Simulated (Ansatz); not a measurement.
Total energies of C$_{2}$H$_{6}$GaNO.

```json
{"atom": "N1", "x (Å)": "0.212", "y (Å)": "0.943", "z (Å)": "-0.441"}
{"atom": "C2", "x (Å)": "0.422", "y (Å)": "-0.329", "z (Å)": "-1.109"}
{"atom": "C3", "x (Å)": "0.100", "y (Å)": "-1.428", "z (Å)": "-0.404"}
{"atom": "O4", "x (Å)": "-0.378", "y (Å)": "-1.406", "z (Å)": "0.813"}
{"atom": "Ga5", "x (Å)": "-0.550", "y (Å)": "0.375", "z (Å)": "1.440"}
{"atom": "H6", "x (Å)": "-0.445", "y (Å)": "1.532", "z (Å)": "-0.943"}
{"atom": "H7", "x (Å)": "1.075", "y (Å)": "1.470", "z (Å)": "-0.345"}
{"atom": "H8", "x (Å)": "0.817", "y (Å)": "-0.345", "z (Å)": "-2.114"}
{"atom": "H9", "x (Å)": "0.235", "y (Å)": "-2.413", "z (Å)": "-0.851"}
{"atom": "H10", "x (Å)": "0.555", "y (Å)": "0.746", "z (Å)": "2.487"}
{"atom": "H11", "x (Å)": "-2.043", "y (Å)": "0.854", "z (Å)": "1.467"}
```

Total charge 0; spin multiplicity 1. Correlated methods include outer-core shells of Ga, which these sets cover unevenly. Scalar relativity is left out up to krypton. The bonds changed during the relaxation, so this is another structure than the one it started from. Geometry: relaxed with PBE0-D4/def2-TZVP. It is one conformer, not always the lowest. Basis def2-TZVPP, Ansatz.

RPA on PBE orbitals: Hartree–Fock energy of these orbitals -2131.81300 Eh, correlation -1.59258 Eh (frozen core).

```tsv
functional	energy without D4 (Eh)	D4 term (kJ/mol)
LDA (SPW92)	-2130.00928	–
r2SCAN	-2134.63081	-6.0
B97M-V	-2134.35887	–
B3LYP	-2134.80858	-40.7
r2SCANh	-2134.60802	-6.3
HSE06 (plane-wave form)	-2134.24881	-19.6
ωB97X-V	-2134.51225	–
ωB97M-V	-2134.56766	–
B2PLYP	-2134.22552	–
PBE-QIDH	-2133.89479	–
```

Problem. Give the same for PBE, revPBE, BLYP, PBE0, r2SCAN0, BHLYP, CAM-B3LYP, LC-ωPBE. (An estimate is asked.)

Solution. Ansatz gave: 
```json
{"functional": "PBE", "energy without D4 (Eh)": "-2134.20927", "D4 term (kJ/mol)": "-25.2"}
{"functional": "revPBE", "energy without D4 (Eh)": "-2134.54492", "D4 term (kJ/mol)": "-78.5"}
{"functional": "BLYP", "energy without D4 (Eh)": "-2134.75218", "D4 term (kJ/mol)": "-55.9"}
{"functional": "PBE0", "energy without D4 (Eh)": "-2134.26028", "D4 term (kJ/mol)": "-21.1"}
{"functional": "r2SCAN0", "energy without D4 (Eh)": "-2134.57566", "D4 term (kJ/mol)": "-7.0"}
{"functional": "BHLYP", "energy without D4 (Eh)": "-2134.60665", "D4 term (kJ/mol)": "-31.2"}
{"functional": "CAM-B3LYP", "energy without D4 (Eh)": "-2134.78163", "D4 term (kJ/mol)": "-21.3"}
{"functional": "LC-ωPBE", "energy without D4 (Eh)": "-2134.37459", "D4 term (kJ/mol)": "–"}
```

B3LYP takes the VWN-RPA correlation (the form of Gaussian; ORCA's B3LYP/G). HSE06 is the plane-wave form, built on full-range PBE exchange. The double hybrids freeze the cores in their second-order part.

LC-ωPBE has ω = 0.4 bohr⁻¹.
